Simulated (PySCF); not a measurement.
## Computed vibrations of EuH2

EuH2 (singlet in the valence; each metal's 4f electrons, 7 of them, lie in its core potential, out of spins and levels). PySCF 2.14.0, RKS PBE0, Eu lcecp-0-SVP with ECP53, H def2-SVP; non-relativistic Hamiltonian with scalar-relativistic core potentials where named; density fitting; no spin-orbit coupling. Central differences of gradients.

```xyz
3

Eu    0.0000    0.0000   -0.0150
H     1.8408    0.0000    1.1353
H    -1.8408    0.0000    1.1353
```

Run from Python with OMP_NUM_THREADS=2. Where DIIS fails, smearing, a level shift and second-order steps follow.
It took 4.1 s on 2 threads of Intel(R) Xeon(R) Platinum 8488C (Sapphire Rapids) (shared host).

Problem. What are the harmonic wavenumbers and infrared intensities?

Solution. Modes are labelled in C2v; negative numbers are unstable modes, those under 60 cm⁻¹ near the noise; a finer grid moves soft modes by up to 10 cm⁻¹.
```json
{"cm⁻¹": "390", "km/mol": "179.3", "symmetry": "a1"}
{"cm⁻¹": "1185", "km/mol": "920.1", "symmetry": "b2"}
{"cm⁻¹": "1232", "km/mol": "218.1", "symmetry": "a1"}
```

Problem. Is this a minimum?

Solution. Yes. Ideal gas at 298.15 K and 1 bar: S = 257.7 J/(mol K), Cp = 41.2 J/(mol K), H − H(0 K) = 10.8 kJ/mol (rigid rotor, harmonic modes, spin degeneracy alone, that of the 4f electrons in the core included).

An lcecp potential fixes the number of 4f electrons, so in runs with it no electron can move into or out of that shell.
